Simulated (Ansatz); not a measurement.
Stepwise reaction of `[F][Cd][F]` with water, as a gas-phase model of exchange steps in deposition or etching. ΔE in kJ/mol; ΔG adds harmonic PBE0-D4 terms to CCSD(T)/CBS, at 1 bar.

Gas-phase electronic energies from Ansatz, PBE0-D4/def2-TZVP geometries. CBS: MP2 limit from def2 TZ/QZ plus the TZ coupled-cluster correction, frozen cores. This one scheme is used for every species. Functionals use def2-TZVPP. B3LYP here is the variant with VWN-RPA as its local correlation; programs differ in this. Elements past krypton have def2 core potentials. For Cd outer-core shells are correlated without core-valence functions, which leaves a few kJ/mol of doubt a bond. One conformer a species, not always the lowest.

```
step                                    reaction  PBE-D4  B3LYP-D4  ωB97M-V  CCSD(T)/CBS  ΔG(400 K)
   1    `[F][Cd][F]` + H₂O → `[OH][Cd][F]` + H–F    24.5      27.7     29.2         24.3       17.6
   2  `[OH][Cd][F]` + H₂O → `[OH][Cd][OH]` + H–F    29.6      32.9     33.5         28.3       28.6
```

Question: By hand: ΔE of the 2 steps together at CCSD(T)/CBS.

Answer: (24.3) + (28.3) = 52.6 kJ/mol, or 26.3 kJ/mol a step.

In ΔE the steps differ by no more than 4.0 kJ/mol. All are uphill at CCSD(T)/CBS. ΔG lies between 17.6 and 28.6 kJ/mol a step. PBE-D4 differs from CCSD(T)/CBS by 0.2 to 1.3 kJ/mol a step. Isolated molecules leave out the surface, adducts and barriers. Largest T1 diagnostic: 0.018.
